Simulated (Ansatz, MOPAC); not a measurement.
Vertical ionisation energy to the doublet of compounds of Br, in eV, species as SMILES. Conventions: non-relativistic; each state is the SCF solution reached for its charge and spin; UHF or UKS for open shells; spin-orbit terms left out; dispersion terms only where a functional's name holds one. First-principles rows: single points at B3LYP-D3(BJ) geometries (Ansatz, a program for electronic structure). Semi-empirical rows: differences of heats of formation at the shared geometry for vertical values.

wB97M-V/def2-TZVPD (Ansatz) is a level with limits of its own, not a measurement.

The rows were drawn at random among computed neutral closed-shell members with both values; the withheld row is one of them. Species whose geometry shows other bonds than their SMILES are left out. No case is left out for the size of its miss. Left out are saddle points of the reference geometry, anions that the best level run finds unbound, excited spin states, species near biochemistry, cases with under five habitual levels, runs that failed or whose electronic state is in doubt, and table entries that another table contradicts. Sets whose x spans too little for a line are not fitted.

| case | PM6 (MOPAC) (x) | wB97M-V/def2-TZVPD (Ansatz) (y) |
|---|---|---|
| Cl[Si]Br | 8.55 | 9.92 |
| BrCl | 10.73 | 11.12 |
| Br (HBr) | 10.96 | 11.70 |
| Br[Si]Br | 8.46 | 9.76 |
| Br[SiH] (SiHBr) | 8.03 | 9.40 |

Fit y = a + b·x by least squares, and use it to estimate the value at wB97M-V/def2-TZVPD (Ansatz) for [Br][Ge][Br], where PM6 (MOPAC) gives 9.23 eV.

Means: x 9.3460, y 10.3800. Sums about the means: Sxx 7.6709, Sxy 5.3598. Slope b = Sxy/Sxx = 0.6987, intercept a = mean y - b·mean x = 3.850; the rows scatter about the line by 0.142 (root mean square). Prediction for [Br][Ge][Br]: 10.30 eV. The value at wB97M-V/def2-TZVPD (Ansatz) is 9.97 eV, so the fit misses by +0.33 eV, against -0.74 eV without it. The fit is meant for species like these alone.
